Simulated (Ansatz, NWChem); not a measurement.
Ansatz → NWChem

Ansatz 0.2.0 runs this on SnS (SMILES [S][Sn]):

molecule.yaml:
```yaml
crystal:
  periodic: [false, false, false]
  atoms:
    - {symbol: S, position_ang: [0.000000, 0.000000, 0.000000]}
    - {symbol: Sn, position_ang: [0.000000, 0.000000, 2.209026]}
basis:
  gaussian:
    orbitals: def2-TZVP
hamiltonian:
  xc: {name: PBE0}
accuracy: high
output: {orbitals: {seedname: orbitals}}
```

```bash
$ ansatz run molecule.yaml --threads 1 --pin off --max-ram 3480MiB --events-out events.jsonl --progress --plain --runs-dir runs
```

Geometry: the measured bond length.

It gives a total energy of -612.415486 Eh.

Task: Write the same calculation for NWChem 7.3.0 as an input file of the program's own, asking for the gradient.

Result: This input was run:

input.nw:
```
start input
title "SnS"
memory total 2200 mb
geometry units bohr noautosym nocenter noautoz
 S   0.00000000  0.00000000  0.00000000
 Sn  0.00000000  0.00000000  4.17445414
end
basis spherical bse
 S library def2-TZVP
 Sn library def2-TZVP
end
ecp bse
 Sn library def2-TZVP
end
dft
 xc pbe0
 grid xfine
 convergence energy 1e-08
 iterations 100
 mulliken
end
task dft gradient
```

```bash
$ nwchem input.nw > input.out
```

Its energy is -612.415486 Eh, 0.000 mEh from the first.
